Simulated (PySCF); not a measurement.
H$_{2}$S$_{2}$, charge -1, doublet, at the geometry of the source list (a state made from the parent by changing its charge; the spin is typed, not shown lowest) (in this run its highest filled SCF level lies above zero, so its values depend strongly on the basis, on diffuse functions most of all); HF/6-31G** in PySCF.

The PySCF input:
```python
from pyscf import gto, scf

mol = gto.M(
    atom='''
S    -0.90190000    0.44390000    0.48700000
S     0.90020000    0.45720000   -0.47780000
H    -1.53060000   -0.45050000   -0.29230000
H     1.53240000   -0.45060000    0.28310000
''',
    basis='6-31g**',
    charge=-1,
    spin=1,
    verbose=4,
)

mf = scf.UHF(mol)
mf.kernel()
mf.analyze()
```

Predict the main parts of the log of this PySCF run.


```
PySCF version 2.14.0

[INPUT] verbose = 4
[INPUT] num. atoms = 4
[INPUT] num. electrons = 35
[INPUT] charge = -1
[INPUT] spin (= nelec alpha-beta = 2S) = 1
[INPUT] symmetry False subgroup None
[INPUT] Mole.unit = angstrom
[INPUT] Symbol           X                Y                Z      unit          X                Y                Z       unit  Magmom
[INPUT]  1 S     -0.901900000000   0.443900000000   0.487000000000 AA   -1.704343991745   0.838849426694   0.920296622663 Bohr   0.0
[INPUT]  2 S      0.900200000000   0.457200000000  -0.477800000000 AA    1.701131457333   0.863982784151  -0.902911142317 Bohr   0.0
[INPUT]  3 H     -1.530600000000  -0.450500000000  -0.292300000000 AA   -2.892414806259  -0.851321619117  -0.552366946210 Bohr   0.0
[INPUT]  4 H      1.532400000000  -0.450600000000   0.283100000000 AA    2.895816313284  -0.851510591729   0.534981465864 Bohr   0.0

nuclear repulsion = 85.5630936693754
number of shells = 22
number of NR pGTOs = 116
number of NR cGTOs = 46
basis = 6-31g**
ecp = {}

******** <class 'pyscf.scf.uhf.UHF'> ********
method = UHF
initial guess = minao
damping factor = 0
level_shift factor = 0
DIIS = <class 'pyscf.scf.diis.CDIIS'>
diis_start_cycle = 1
diis_space = 8
diis_damp = 0
SCF conv_tol = 1e-09
SCF conv_tol_grad = None
SCF max_cycles = 50
direct_scf = True
direct_scf_tol = 1e-13
number electrons alpha = 18  beta = 17
Set gradient conv threshold to 3.16228e-05
init E= -796.217263654846

cycle= 1 E= -796.055437962842  delta_E= 0.162  |g|= 0.221  |ddm|= 3.18
cycle= 2 E= -796.093779652405  delta_E= -0.0383  |g|= 0.0786  |ddm|= 0.845
cycle= 3 E= -796.097877036721  delta_E= -0.0041  |g|= 0.0212  |ddm|= 0.299
cycle= 4 E= -796.098404056109  delta_E= -0.000527  |g|= 0.00664  |ddm|= 0.0548
cycle= 5 E= -796.098467326679  delta_E= -6.33e-05  |g|= 0.0022  |ddm|= 0.0329
cycle= 6 E= -796.09847689339  delta_E= -9.57e-06  |g|= 0.000964  |ddm|= 0.011
cycle= 7 E= -796.098479481972  delta_E= -2.59e-06  |g|= 0.000425  |ddm|= 0.00935
cycle= 8 E= -796.098480226549  delta_E= -7.45e-07  |g|= 0.000216  |ddm|= 0.00715
cycle= 9 E= -796.098480505339  delta_E= -2.79e-07  |g|= 8.27e-05  |ddm|= 0.00693
cycle= 10 E= -796.098480545706  delta_E= -4.04e-08  |g|= 3.56e-05  |ddm|= 0.00302
cycle= 11 E= -796.098480552521  delta_E= -6.81e-09  |g|= 1.39e-05  |ddm|= 0.00126
cycle= 12 E= -796.098480553463  delta_E= -9.42e-10  |g|= 5.96e-06  |ddm|= 0.00035
Extra cycle  E= -796.098480553564  delta_E= -1.01e-10  |g|= 4.37e-06  |ddm|= 6.11e-05
converged SCF energy = -796.098480553564  <S^2> = 0.76321285  2S+1 = 2.0131695
**** SCF Summaries ****
Total Energy =                        -796.098480553563832
Nuclear Repulsion Energy =              85.563093669375391
One-electron Energy =                -1279.936902828821303
Two-electron Energy =                  398.275328605882066
Two-electron Coulomb Energy =          449.342469316332597
DFT Exchange-Correlation Energy =      -51.067140710450531
**** MO energy ****
                             alpha | beta                alpha | beta
MO #1   energy= -91.6916672507395  | -91.6862645571978  occ= 1 | 1
MO #2   energy= -91.691642587488   | -91.6862424643542  occ= 1 | 1
MO #3   energy= -8.71148039885501  | -8.70439128348668  occ= 1 | 1
MO #4   energy= -8.71138533429324  | -8.70422677058354  occ= 1 | 1
MO #5   energy= -6.39767430672695  | -6.38628118879793  occ= 1 | 1
MO #6   energy= -6.39734348906572  | -6.38627678004576  occ= 1 | 1
MO #7   energy= -6.39018577248488  | -6.38353160279194  occ= 1 | 1
MO #8   energy= -6.3901678300961   | -6.38352679655848  occ= 1 | 1
MO #9   energy= -6.38778121157212  | -6.38129042335436  occ= 1 | 1
MO #10  energy= -6.38777683378582  | -6.38091616540383  occ= 1 | 1
MO #11  energy= -0.825638573237162 | -0.784576480378134 occ= 1 | 1
MO #12  energy= -0.656189911210529 | -0.615063602088009 occ= 1 | 1
MO #13  energy= -0.368873826895647 | -0.340056303247663 occ= 1 | 1
MO #14  energy= -0.312801450808275 | -0.297005975292576 occ= 1 | 1
MO #15  energy= -0.258976252711673 | -0.20587504463216  occ= 1 | 1
MO #16  energy= -0.146067678537784 | -0.125697343442667 occ= 1 | 1
MO #17  energy= -0.138580073554969 | -0.121115936083565 occ= 1 | 1
MO #18  energy= 0.0503210693751774 | 0.375523821867465  occ= 1 | 0
MO #19  energy= 0.391809723376956  | 0.399755012631001  occ= 0 | 0
MO #20  energy= 0.397773146921349  | 0.409854062120455  occ= 0 | 0
MO #21  energy= 0.646813200917652  | 0.67511472000199   occ= 0 | 0
MO #22  energy= 0.716544239290081  | 0.727817191125629  occ= 0 | 0
MO #23  energy= 0.719267472172688  | 0.730788268293277  occ= 0 | 0
MO #24  energy= 0.733974379077585  | 0.761055915335377  occ= 0 | 0
MO #25  energy= 0.752348382640347  | 0.773636429432367  occ= 0 | 0
MO #26  energy= 0.765032425670298  | 0.78306083713426   occ= 0 | 0

To work with the spin densities directly, `use mulliken_meta_spin()` only printing them here.

 ** Mulliken spin pop alpha/beta on meta-lowdin orthogonal AOs **
 ** Mulliken Spin Density (per AO)  **
spin_pop of  0 S 1s        0.00000
spin_pop of  0 S 2s        0.00000
spin_pop of  0 S 3s        0.05803
spin_pop of  0 S 4s        0.00297
spin_pop of  0 S 2px       0.00001
spin_pop of  0 S 2py      -0.00000
spin_pop of  0 S 2pz       0.00000
spin_pop of  0 S 3px       0.35516
spin_pop of  0 S 3py       0.01132
spin_pop of  0 S 3pz       0.06431
spin_pop of  0 S 4px       0.02840
spin_pop of  0 S 4py      -0.00072
spin_pop of  0 S 4pz       0.00509
spin_pop of  0 S 3dxy     -0.00017
spin_pop of  0 S 3dyz      0.00061
spin_pop of  0 S 3dz^2     0.00052
spin_pop of  0 S 3dxz      0.00016
spin_pop of  0 S 3dx2-y2    0.00098
spin_pop of  1 S 1s        0.00000
spin_pop of  1 S 2s        0.00000
spin_pop of  1 S 3s        0.05803
spin_pop of  1 S 4s        0.00297
spin_pop of  1 S 2px       0.00001
spin_pop of  1 S 2py      -0.00000
spin_pop of  1 S 2pz       0.00000
spin_pop of  1 S 3px       0.35541
spin_pop of  1 S 3py       0.01057
spin_pop of  1 S 3pz       0.06481
spin_pop of  1 S 4px       0.02843
spin_pop of  1 S 4py      -0.00077
spin_pop of  1 S 4pz       0.00511
spin_pop of  1 S 3dxy     -0.00022
spin_pop of  1 S 3dyz      0.00062
spin_pop of  1 S 3dz^2     0.00050
spin_pop of  1 S 3dxz      0.00021
spin_pop of  1 S 3dx2-y2    0.00102
spin_pop of  2 H 1s       -0.02767
spin_pop of  2 H 2s        0.00043
spin_pop of  2 H 2px       0.00066
spin_pop of  2 H 2py      -0.00000
spin_pop of  2 H 2pz      -0.00011
spin_pop of  3 H 1s       -0.02767
spin_pop of  3 H 2s        0.00043
spin_pop of  3 H 2px       0.00066
spin_pop of  3 H 2py      -0.00001
spin_pop of  3 H 2pz      -0.00011
 ** Mulliken Spin Density (per atom)  **
spin density of  0 S =      0.52670
spin density of  1 S =      0.52669
spin density of  2 H =     -0.02669
spin density of  3 H =     -0.02670
 ** Mulliken pop alpha/beta on meta-lowdin orthogonal AOs **
 ** Mulliken pop       alpha | beta **
In total            18.00000 | 17.00000
 ** Mulliken atomic charges   ( Nelec_alpha | Nelec_beta ) **
charge of  0S =     -0.51433  (     8.52051      7.99382 )
charge of  1S =     -0.51433  (     8.52051      7.99382 )
charge of  2H =      0.01433  (     0.47949      0.50618 )
charge of  3H =      0.01433  (     0.47949      0.50619 )

WARN: System has nonzero charge -1; the dipole moment is origin-dependent.
Location of origin: [0. 0. 0.]

Dipole moment(X, Y, Z, Debye):  0.00592, -3.15461, -0.03230
```
